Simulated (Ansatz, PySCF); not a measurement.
Reaction (SMILES): CCB(N)N -> C[CH]B(N)N + H atom (the C-H bond at the site shown breaks; other sites are not compared here)
Each molecule is optimised on its own at B3LYP-D3(BJ)/def2-TZVP (Ansatz, a quantum-chemistry and plane-wave program), one conformer each, not searched for the lowest. Frequencies are from Ansatz or PySCF.
Geometry of the first species:
```
B
N 1 1.4164
H 2 1.0036 1 122.41
H 2 1.0053 3 113.44 1 -180.00
N 1 1.4197 2 120.38 3 180.00
H 5 1.0040 1 122.26 2 180.00
H 5 1.0052 6 113.37 1 180.00
C 1 1.5903 2 120.67 3 0.00
H 8 1.0966 1 108.27 2 123.44
H 8 1.0966 9 104.82 1 -115.40
C 8 1.5311 9 109.18 10 -116.87
H 11 1.0920 8 111.95 9 57.03
H 11 1.0932 12 107.14 8 -122.42
H 11 1.0932 12 107.14 13 -115.17
```

Wanted: bond dissociation energy (enthalpy at 298 K, with B3LYP-D3(BJ) rigid-rotor harmonic-oscillator terms), in kcal/mol. Cores are frozen in the correlated levels unless marked. Open shells are spin-unrestricted. Spin-orbit coupling is left out. Non-relativistic unless marked X2C. CBS marks a two-point X^-3 extrapolation of the correlation energy; Hartree-Fock from the larger set. The bracket is a focal-point correction in the basis named.

```tsv
level	program	bond dissociation energy (kcal/mol)	minus last row
r2SCAN/def2-TZVPD	Ansatz	87.8	-6.7
r2SCAN-D4/def2-TZVPD	Ansatz + dftd4	87.9	-6.6
B97M-V/def2-TZVPD	Ansatz	90.6	-3.9
B3LYP/def2-TZVPD	Ansatz	90.0	-4.5
PBE0/def2-QZVPP	Ansatz	89.3	-5.2
HSE06-D3(BJ)/def2-TZVPD	Ansatz + dftd3	89.5	-5.0
wB97M-V/def2-TZVPD	Ansatz	93.2	-1.3
RI-MP2/cc-pVQZ	Ansatz	94.5	0.0
SCS-MP2/cc-pVQZ	Ansatz	96.0	1.5
CCSD/STO-3G	Ansatz	108.7	14.2
CCSD(T)/6-31G	Ansatz	83.6	-10.9
CCSD(T)/cc-pVDZ	Ansatz	90.6	-3.9
X2C-CCSD(T)/cc-pVTZ-DK	Ansatz	93.6	-0.9
RI-MP2/CBS(cc-pVTZ,cc-pVQZ)+[CCSD(T)-MP2]/cc-pVDZ	Ansatz	95.3	0.8
CCSD(T)/CBS(cc-pVTZ,cc-pVQZ)	Ansatz	94.5	0.0
```
